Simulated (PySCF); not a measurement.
Electronic absorption of C4H7FOSi

C4H7FOSi.
SMILES with atom numbers: `[CH3:1][SiH2:2]/[C:3]([F:4])=[CH:5]/[CH:6]=[O:7]` (hydrogens: H8, H9, H10 on C1; H11, H12 on Si2; H13 on C5; H14 on C6)

Method used: TDDFT wB97X-D/def2-SVPD, vertical, gas phase, core orbitals frozen in the response (PySCF 2.14.0, density-fitted response routines). One conformer (not necessarily the lowest) at the GFN2-xTB geometry, without solvent, vibrations or thermal averaging. Torsions of this conformer, `[CH3:1][SiH2:2]/[C:3]([F:4])=[CH:5]/[CH:6]=[O:7]`: C1–Si2–C3–F4 -62°, C3–C5–C6–O7 180°.

| state | E (eV) | E (hartree) | f | main configurations (H = HOMO, L = LUMO) |
| --- | --- | --- | --- | --- |
| S1 | 3.65 | 0.1341 | 0.0008 | H→L (93%) |
| S2 | 5.81 | 0.2137 | 0.576 | H-1→L (96%) |
| S3 | 6.56 | 0.2412 | 0.0047 | H-3→L (53%), H-2→L (27%) |
| S4 | 7.46 | 0.2743 | 0.0005 | H→L+5 (43%), H→L+6 (16%), H-3→L (13%) |
| S5 | 7.71 | 0.2832 | 0.021 | H-2→L (58%), H-3→L (22%), H-4→L (10%) |
| S6 | 7.73 | 0.2842 | 0.017 | H-1→L+1 (41%), H-1→L+2 (29%), H-1→L+4 (9%) |
| S7 | 7.77 | 0.2854 | 0.0007 | H→L+1 (31%), H→L+4 (30%), H→L+2 (11%) |
| S8 | 7.89 | 0.2901 | 0.012 | H-4→L (76%) |

Triplets, Tamm–Dancoff:

| state | E (eV) | λ (nm) | main configurations (H = HOMO, L = LUMO) |
| --- | --- | --- | --- |
| T1 | 3.15 | 393.3 | H→L (90%) |
| T2 | 3.56 | 348.4 | H-1→L (93%) |
| T3 | 6.00 | 206.8 | H-3→L (51%), H-2→L (29%) |

The lowest singlet lies at 3.65 eV (340 nm, ultraviolet) and is very weak; its leading configuration is HOMO→LUMO (93%). The strongest level in the table is S2 at 5.81 eV (213 nm, f = 0.576). Löwdin shares by element: HOMO oxygen 61%, carbon 24% or more, hydrogen 8% or more; LUMO carbon 61% or more, oxygen 21% (atoms not listed hold the other 18%). Of the 8 states listed, 4 reach f = 0.01 and none stays under 0.0005. Orbital energies (eV): HOMO-3 -11.97, HOMO-2 -11.79, HOMO-1 -10.04, HOMO -9.48, LUMO -0.35, LUMO+1 1.86, LUMO+2 2.14. The listed states span 4.24 eV, and the widest gap between neighbours is 2.16 eV (S1 to S2). No computed singlet lies in the visible range (380 to 750 nm); the lowest, at 340 nm, stands 0.39 eV above its violet end (3.26 eV); a Tamm–Dancoff triplet lies at 393 nm, without intensity as long as spin–orbit coupling is left out. Only the lowest 8 singlets were computed, as vertical energies without vibronic structure.
